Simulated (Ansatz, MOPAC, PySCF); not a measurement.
Species: formyl cation, CHO, charge 1, multiplicity 1. SMILES: C#[O+]
Geometry: optimised at B3LYP-D3(BJ)/def2-TZVP (Ansatz, a program for electronic structure).

Wanted: vertical electron affinity to the doublet, in eV. Conventions: valence correlation only; UHF or UKS for open shells; non-relativistic; six Cartesian d functions in 6-31G* and its kin unless marked 5d; each state is the SCF solution reached for its charge and spin; no spin-orbit coupling; dispersion terms only where a functional's name holds one. Basis-set limits of correlation are two-point, X^-3; Hartree-Fock from the larger set. First-principles rows: single points at B3LYP-D3(BJ) geometries (Ansatz). Semi-empirical rows: differences of heats of formation at the shared geometry for vertical values. Anions need diffuse functions, which STO-3G, LANL2DZ, def2-SVP, cc-pVDZ and Pople sets without + lack.

```csv
species,coefficient,"E at B3LYP/6-31G* (Ansatz), Eh","E at M06-2X/def2-TZVPD (PySCF), Eh","heat of formation at PM6 (MOPAC), kcal/mol"
"charge 0, doublet",-1,-113.78663,-113.80005,3.73
"charge 1, singlet",+1,-113.54491,-113.55099,183.12
```

Coupled cluster (Ansatz) is a level with limits of its own, used here on species with T1 under 0.025 (0.045 for open shells) and stable references: CCSD(T)/CBS(aug-cc-pVTZ,aug-cc-pVQZ). Value to compare with, CCSD(T)/CBS(aug-cc-pVTZ,aug-cc-pVQZ) (Ansatz): 6.59 eV. 1 Eh = 27.2114 eV and 1 eV = 23.0605 kcal/mol.

Task: Compute it at each level from the table, and compare with CCSD(T)/CBS(aug-cc-pVTZ,aug-cc-pVQZ) (Ansatz).

Result: 
- B3LYP/6-31G*: the sum of coefficient times E is 0.24172 Eh, or 6.578 eV. Result: 6.58 eV. Its difference against CCSD(T)/CBS(aug-cc-pVTZ,aug-cc-pVQZ) (Ansatz) is -0.01 eV.
- M06-2X/def2-TZVPD: the sum of coefficient times E is 0.24906 Eh, or 6.777 eV. Result: 6.78 eV. Its difference against CCSD(T)/CBS(aug-cc-pVTZ,aug-cc-pVQZ) (Ansatz) is 0.19 eV.
- PM6: the sum of coefficient times heat of formation is 179.39 kcal/mol, or 7.78 eV. Its difference against CCSD(T)/CBS(aug-cc-pVTZ,aug-cc-pVQZ) (Ansatz) is 1.19 eV.
